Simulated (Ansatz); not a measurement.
C₁₀H₂₃P, SMILES `CC(C)P(C(C)C)C(C)(C)C` at its PBE0-D4/def2-TZVP geometry, where that method's forces vanish. The species carries charge 0 and has multiplicity 1.

```json
{"atom": "C1", "x (Å)": "-0.316", "y (Å)": "-1.709", "z (Å)": "-1.719"}
{"atom": "C2", "x (Å)": "0.741", "y (Å)": "-0.629", "z (Å)": "-1.541"}
{"atom": "C3", "x (Å)": "2.142", "y (Å)": "-1.163", "z (Å)": "-1.831"}
{"atom": "P4", "x (Å)": "0.740", "y (Å)": "0.355", "z (Å)": "0.052"}
{"atom": "C5", "x (Å)": "0.273", "y (Å)": "-0.899", "z (Å)": "1.352"}
{"atom": "C6", "x (Å)": "1.334", "y (Å)": "-1.992", "z (Å)": "1.426"}
{"atom": "C7", "x (Å)": "0.148", "y (Å)": "-0.240", "z (Å)": "2.722"}
{"atom": "C8", "x (Å)": "-0.788", "y (Å)": "1.472", "z (Å)": "-0.090"}
{"atom": "C9", "x (Å)": "-0.548", "y (Å)": "2.644", "z (Å)": "0.866"}
{"atom": "C10", "x (Å)": "-0.848", "y (Å)": "2.048", "z (Å)": "-1.503"}
{"atom": "C11", "x (Å)": "-2.127", "y (Å)": "0.819", "z (Å)": "0.234"}
{"atom": "H12", "x (Å)": "-0.226", "y (Å)": "-2.499", "z (Å)": "-0.970"}
{"atom": "H13", "x (Å)": "-1.330", "y (Å)": "-1.311", "z (Å)": "-1.658"}
{"atom": "H14", "x (Å)": "-0.210", "y (Å)": "-2.183", "z (Å)": "-2.700"}
{"atom": "H15", "x (Å)": "0.557", "y (Å)": "0.146", "z (Å)": "-2.291"}
{"atom": "H16", "x (Å)": "2.430", "y (Å)": "-1.968", "z (Å)": "-1.154"}
{"atom": "H17", "x (Å)": "2.188", "y (Å)": "-1.562", "z (Å)": "-2.850"}
{"atom": "H18", "x (Å)": "2.891", "y (Å)": "-0.374", "z (Å)": "-1.740"}
{"atom": "H19", "x (Å)": "-0.687", "y (Å)": "-1.358", "z (Å)": "1.091"}
{"atom": "H20", "x (Å)": "1.366", "y (Å)": "-2.610", "z (Å)": "0.529"}
{"atom": "H21", "x (Å)": "1.127", "y (Å)": "-2.654", "z (Å)": "2.273"}
{"atom": "H22", "x (Å)": "2.329", "y (Å)": "-1.563", "z (Å)": "1.575"}
{"atom": "H23", "x (Å)": "-0.688", "y (Å)": "0.455", "z (Å)": "2.785"}
{"atom": "H24", "x (Å)": "1.060", "y (Å)": "0.308", "z (Å)": "2.974"}
{"atom": "H25", "x (Å)": "-0.005", "y (Å)": "-1.005", "z (Å)": "3.489"}
{"atom": "H26", "x (Å)": "-1.386", "y (Å)": "3.347", "z (Å)": "0.807"}
{"atom": "H27", "x (Å)": "0.367", "y (Å)": "3.179", "z (Å)": "0.603"}
{"atom": "H28", "x (Å)": "-0.454", "y (Å)": "2.326", "z (Å)": "1.905"}
{"atom": "H29", "x (Å)": "-1.564", "y (Å)": "2.877", "z (Å)": "-1.526"}
{"atom": "H30", "x (Å)": "0.121", "y (Å)": "2.442", "z (Å)": "-1.822"}
{"atom": "H31", "x (Å)": "-1.179", "y (Å)": "1.311", "z (Å)": "-2.238"}
{"atom": "H32", "x (Å)": "-2.357", "y (Å)": "-0.009", "z (Å)": "-0.438"}
{"atom": "H33", "x (Å)": "-2.929", "y (Å)": "1.558", "z (Å)": "0.128"}
{"atom": "H34", "x (Å)": "-2.170", "y (Å)": "0.440", "z (Å)": "1.257"}
```

For each bond, give half the difference of the two atoms' forces along it (eV/Å; positive pushes the atoms apart) under PBE-D4, r2SCAN-D4, B3LYP-D4, ωB97M-V in def2-TZVPP. (Estimate.)

Ansatz gave: 
| bond | length (Å) | PBE-D4 | r2SCAN-D4 | B3LYP-D4 | ωB97M-V |
| --- | --- | --- | --- | --- | --- |
| C1–H12 | 1.092 | 0.12 | -0.03 | -0.08 | -0.06 |
| C2–P4 | 1.872 | 0.09 | 0.04 | 0.05 | -0.05 |
| C3–H16 | 1.091 | 0.11 | -0.04 | -0.08 | -0.07 |
| P4–C8 | 1.898 | 0.11 | 0.05 | 0.04 | -0.10 |
| C5–C7 | 1.525 | 0.00 | 0.10 | 0.17 | 0.18 |
| C6–H20 | 1.090 | 0.10 | -0.05 | -0.10 | -0.08 |
| C6–H21 | 1.094 | 0.11 | -0.03 | -0.08 | -0.08 |
| C7–H25 | 1.094 | 0.11 | -0.03 | -0.08 | -0.08 |
| C8–C9 | 1.532 | 0.03 | 0.10 | 0.14 | 0.13 |
| C8–C10 | 1.527 | 0.01 | 0.09 | 0.14 | 0.14 |
| C9–H26 | 1.096 | 0.11 | -0.03 | -0.08 | -0.08 |
| C10–H30 | 1.094 | 0.10 | -0.03 | -0.07 | -0.05 |
| C10–H31 | 1.092 | 0.10 | -0.03 | -0.09 | -0.06 |
| C11–H33 | 1.096 | 0.11 | -0.03 | -0.07 | -0.07 |

B3LYP here is the variant with VWN-RPA as its local correlation; programs differ in this.
